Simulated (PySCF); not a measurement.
C3Si (singlet state).
Atom-mapped SMILES: `[C:1]1[C:2]2[C:3][Si:4]12`

Cartesian coordinates in Å at the PBE0-D3(BJ)/def2-SVP level; atoms count from 1:
```
atom  x, y, z in Å
C1    -1.293   -0.227    0.532
C2     0.010   -0.453    0.767
C3     1.312   -0.223    0.537
Si4    0.009    0.878   -0.580
```

All values: PBE0/pcSseg-1 and CAM-B3LYP/def2-SVPD (PySCF, non-relativistic), on one gas-phase PBE0-D3(BJ)/def2-SVP geometry that isn't relaxed in the solvent. The solvent is an IEF-PCM continuum (van der Waals radii × 1.2). The model holds no explicit solvent molecules, cavitation or dispersion.

Gas phase at PBE0/pcSseg-1: HOMO -7.26 eV, LUMO -4.13 eV, dipole 2.15 D.

What does the continuum do to the energy, the frontier levels and the dipole at PBE0/pcSseg-1 in cyclohexane and chloroform?

```
    solvent      ε  E(solvent) − E(gas) (kJ/mol)  polarisation term (kJ/mol)  distortion of the solute (kJ/mol)  HOMO (eV)  LUMO (eV)  dipole (D)
cyclohexane  2.017                         -8.87                       -9.38                               0.51      -7.29      -4.10        2.43
 chloroform  4.711                        -16.37                      -18.09                               1.72      -7.32      -4.09        2.65
```

The polarisation term is half the interaction of the solute with the surface charges that it induces; the rest is the cost of distorting the solute's density. The sum is the electrostatic part of solvation alone. From cyclohexane to chloroform the lowering changes by a factor 1.84, Onsager's factor (ε − 1)/(2ε + 1) by 1.76 and ε itself by 2.3.

Which radius a makes the point-dipole formula ΔE = −[(ε − 1)/(2ε + 1)]·μ²/a³ give the value in chloroform, with the gas-phase dipole?

μ = 0.847 au and |ΔE| = 0.00623 Eh give a = 1.82 Å; the farthest nucleus lies 1.34 Å from the centroid of the nuclei. The formula assumes a rigid point dipole at the centre of a sphere.

Give the dipole vector in the frame of the coordinates (D, pointing from negative to positive charge), gas and chloroform.

Gas (0.00, 1.52, -1.53), solvent (0.00, 1.87, -1.88). Its length changes by +23 % and its direction by less than 1°.

Which IAO charges (PBE0/pcSseg-1) respond most in chloroform (means over atoms taken as equivalent)?

```tsv
atoms	environment	gas (e)	solvent (e)	change
Si4	silicon bonded to 3 C	+0.654	+0.696	+0.042
C1/C3	carbon bonded to C and Si	-0.239	-0.260	-0.021
C2	carbon bonded to 2 C and Si	-0.177	-0.175	+0.002
```

Gas phase at CAM-B3LYP/def2-SVPD: HOMO -8.59 eV, LUMO -2.95 eV, dipole 2.21 D.

What does the continuum do to the energy, the frontier levels and the dipole at CAM-B3LYP/def2-SVPD in chloroform?

```
   solvent      ε  E(solvent) − E(gas) (kJ/mol)  polarisation term (kJ/mol)  distortion of the solute (kJ/mol)  HOMO (eV)  LUMO (eV)  dipole (D)
chloroform  4.711                        -16.40                      -18.31                               1.91      -8.65      -2.90        2.71
```

How does the static polarisability (CAM-B3LYP/def2-SVPD, frozen core, with the continuum's full static response) change?

```
    medium  isotropic (au)  principal values (au)  ⟨r²⟩ of the electrons (bohr²)
       gas            54.6       42.5, 58.8, 62.6                          225.6
chloroform            68.5       51.6, 72.6, 81.4                          226.2
```

The isotropic value in chloroform is 1.25 times the gas-phase one; no cavity-field correction is applied. ⟨r²⟩ is taken about the centre of nuclear charge.
